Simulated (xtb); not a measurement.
xtb input file for F4Hf, SMILES [F][Hf]([F])([F])[F] (connectivity only; charge and spin as stated), charge -1, multiplicity 2, GFN2-xTB. 

```
$ xtb mol.xyz --gfn 2 --sp --chrg -1 --uhf 1 --json
$ cat mol.xyz
5

Hf     0.00000000    -0.00000000     0.00000000
F      1.22795401    -1.22795401    -0.72091537
F      1.22795401     1.22795401     0.72091536
F     -1.22795401    -1.22795401     0.72091536
F     -1.22795402     1.22795401    -0.72091536
```

Program output:

```
[banner left out]
          |                Calculation Setup                |
           -------------------------------------------------



           -------------------------------------------------
          |                 G F N 2 - x T B                 |
           -------------------------------------------------

        Reference                      10.1021/acs.jctc.8b01176
      * Hamiltonian:
        H0-scaling (s, p, d)           1.850000    2.230000    2.230000
        zeta-weighting                 0.500000
      * Dispersion:
        s8                             2.700000
        a1                             0.520000
        a2                             5.000000
        s9                             5.000000
      * Repulsion:
        kExp                           1.500000    1.000000
        rExp                           1.000000
      * Coulomb:
        alpha                          2.000000
        third order                    shell-resolved
        anisotropic                    true
        a3                             3.000000
        a5                             4.000000
        cn-shift                       1.200000
        cn-exp                         4.000000
        max-rad                        5.000000


          ...................................................
          :                      SETUP                      :
          :.................................................:
          :  # basis functions                  26          :
          :  # atomic orbitals                  25          :
          :  # shells                           11          :
          :  # electrons                        33          :
          :  max. iterations                   250          :
          :  Hamiltonian                  GFN2-xTB          :
          :  restarted?                      false          :
          :  GBSA solvation                  false          :
          :  PC potential                    false          :
          :  electronic temp.          300.0000000     K    :
          :  accuracy                    1.0000000          :
          :  -> integral cutoff          0.2500000E+02      :
          :  -> integral neglect         0.1000000E-07      :
          :  -> SCF convergence          0.1000000E-05 Eh   :
          :  -> wf. convergence          0.1000000E-03 e    :
          :  Broyden damping             0.4000000          :
          :  net charge                         -1          :
          :  unpaired electrons                  1          :
          ...................................................

 iter      E             dE          RMSdq      gap      omega  full diag
   1    -13.1980431 -0.131980E+02  0.307E+01    0.51       0.0  T
   2    -19.2577106 -0.605967E+01  0.208E+01    0.16       1.0  T
   3    -20.2806118 -0.102290E+01  0.119E+01    0.40       1.0  T
   4    -20.8800492 -0.599437E+00  0.769E+00    0.54       1.0  T
   5    -20.1004486  0.779601E+00  0.172E+01    0.36       1.0  T
   6    -20.8246984 -0.724250E+00  0.355E+00    0.63       1.0  T
   7    -20.8224320  0.226633E-02  0.357E+00    0.63       1.0  T
   8    -20.8188398  0.359222E-02  0.360E+00    0.63       1.0  T
   9    -20.8798562 -0.610164E-01  0.450E+00    0.58       1.0  T
  10    -20.8548622  0.249940E-01  0.504E+00    0.58       1.0  T
  11    -20.9502125 -0.953503E-01  0.274E+00    0.61       1.0  T
  12    -20.9889434 -0.387309E-01  0.409E-01    0.62       1.0  T
  13    -20.9897611 -0.817698E-03  0.822E-02    0.62       1.0  T
  14    -20.9897700 -0.886148E-05  0.313E-02    0.62       1.4  T
  15    -20.9897709 -0.904940E-06  0.583E-03    0.62       7.7  T
  16    -20.9897710 -0.990339E-07  0.855E-04    0.62      52.3  T
  17    -20.9897710 -0.106614E-08  0.123E-04    0.62     365.0  T

   *** convergence criteria satisfied after 17 iterations ***

         #    Occupation            Energy/Eh            Energy/eV
      -------------------------------------------------------------
         1        2.0000           -0.6592175             -17.9382
       ...           ...                  ...                  ...
        11        2.0000           -0.2972729              -8.0892
        12        2.0000           -0.2972729              -8.0892
        13        2.0000           -0.2955543              -8.0424
        14        2.0000           -0.2947578              -8.0208
        15        2.0000           -0.2947578              -8.0208
        16        2.0000           -0.2947318              -8.0201
        17        1.0000           -0.1087613              -2.9595 (HOMO)
        18        0.0000           -0.0858349              -2.3357 (LUMO)
        19                         -0.0765071              -2.0819
        20                         -0.0765071              -2.0819
        21                         -0.0214459              -0.5836
        22                          0.2685603               7.3079
       ...                                ...                  ...
        25                          0.5942659              16.1708
      -------------------------------------------------------------
                  HL-Gap            0.0229264 Eh            0.6239 eV
             Fermi-level           -0.1495223 Eh           -4.0687 eV

 SCC (total)                   0 d,  0 h,  0 min,  0.003 sec
 SCC setup                      ...        0 min,  0.000 sec (  2.228%)
 Dispersion                     ...        0 min,  0.000 sec (  0.790%)
 classical contributions        ...        0 min,  0.000 sec (  0.328%)
 integral evaluation            ...        0 min,  0.001 sec ( 16.885%)
 iterations                     ...        0 min,  0.002 sec ( 55.520%)
 molecular gradient             ...        0 min,  0.001 sec ( 22.753%)
 printout                       ...        0 min,  0.000 sec (  1.307%)

         :::::::::::::::::::::::::::::::::::::::::::::::::::::
         ::                     SUMMARY                     ::
         :::::::::::::::::::::::::::::::::::::::::::::::::::::
         :: total energy             -20.968788310727 Eh    ::
         :: gradient norm              0.000009167361 Eh/a0 ::
         :: HOMO-LUMO gap              0.623858419756 eV    ::
         ::.................................................::
         :: SCC energy               -20.989770449403 Eh    ::
         :: -> isotropic ES            0.198918846225 Eh    ::
         :: -> anisotropic ES         -0.003533486295 Eh    ::
         :: -> anisotropic XC         -0.001488057929 Eh    ::
         :: -> dispersion             -0.002025031727 Eh    ::
         :: repulsion energy           0.020982138676 Eh    ::
         :: add. restraining           0.000000000000 Eh    ::
         :: total charge              -1.000000000626 e     ::
         :::::::::::::::::::::::::::::::::::::::::::::::::::::

           -------------------------------------------------
          |                Property Printout                |
           -------------------------------------------------

    * Orbital Energies and Occupations

         #    Occupation            Energy/Eh            Energy/eV
      -------------------------------------------------------------
         1        2.0000           -0.6592175             -17.9382
       ...           ...                  ...                  ...
         5        2.0000           -0.3520745              -9.5804
         6        2.0000           -0.3166850              -8.6174
         7        2.0000           -0.3047623              -8.2930
         8        2.0000           -0.3047623              -8.2930
         9        2.0000           -0.2978470              -8.1048
Note: The following floating-point exceptions are signalling: IEEE_UNDERFLOW_FLAG IEEE_DENORMAL
normal termination of xtb
        10        2.0000           -0.2973315              -8.0908
        11        2.0000           -0.2972729              -8.0892
        12        2.0000           -0.2972729              -8.0892
        13        2.0000           -0.2955543              -8.0424
        14        2.0000           -0.2947578              -8.0208
        15        2.0000           -0.2947578              -8.0208
        16        2.0000           -0.2947318              -8.0201
        17        1.0000           -0.1087613              -2.9595 (HOMO)
        18        0.0000           -0.0858349              -2.3357 (LUMO)
        19                         -0.0765071              -2.0819
        20                         -0.0765071              -2.0819
        21                         -0.0214459              -0.5836
        22                          0.2685603               7.3079
        23                          0.3324969               9.0477
        24                          0.5942659              16.1708
        25                          0.5942659              16.1708
      -------------------------------------------------------------
                  HL-Gap            0.0229264 Eh            0.6239 eV
             Fermi-level           -0.1495223 Eh           -4.0687 eV

     #   Z          covCN         q      C6AA      α(0)
     1  72 Hf       2.550     0.803   215.681    34.716
     2   9 F        0.637    -0.451    14.210     4.448
     3   9 F        0.637    -0.451    14.210     4.448
     4   9 F        0.637    -0.451    14.210     4.448
     5   9 F        0.637    -0.451    14.210     4.448

 Mol. C6AA /au·bohr⁶  :        819.347462
 Mol. C8AA /au·bohr⁸  :      69599.520568
 Mol. α(0) /au        :         52.509505


Wiberg/Mayer (AO) data.
largest (>0.10) Wiberg bond orders for each atom

 ---------------------------------------------------------------------------
     #   Z sym  total        # sym  WBO       # sym  WBO       # sym  WBO
 ---------------------------------------------------------------------------
     1  72 Hf   3.291 --     4 F    0.823     3 F    0.823     2 F    0.823
                             5 F    0.823
     2   9 F    0.952 --     1 Hf   0.823
     3   9 F    0.952 --     1 Hf   0.823
     4   9 F    0.952 --     1 Hf   0.823
     5   9 F    0.952 --     1 Hf   0.823
 ---------------------------------------------------------------------------

Topologies differ in total number of bonds
Writing topology from bond orders to xtbtopo.mol

molecular dipole:
                 x           y           z       tot (Debye)
 q only:        0.000      -0.000       0.000
   full:        0.000      -0.000       0.000       0.000
molecular quadrupole (traceless):
                xx          xy          yy          xz          yz          zz
 q only:       -3.181       0.000      -3.181       0.000      -0.000       6.361
  q+dip:       -3.519       0.000      -3.519       0.000      -0.000       7.037
   full:       -3.540       0.000      -3.540       0.000      -0.000       7.080


           -------------------------------------------------
          | TOTAL ENERGY              -20.968788310727 Eh   |
          | GRADIENT NORM               0.000009167361 Eh/α |
          | HOMO-LUMO GAP               0.623858419756 eV   |
           -------------------------------------------------

------------------------------------------------------------------------
------------------------------------------------------------------------
 total:
 SCF:
```

The run converged.
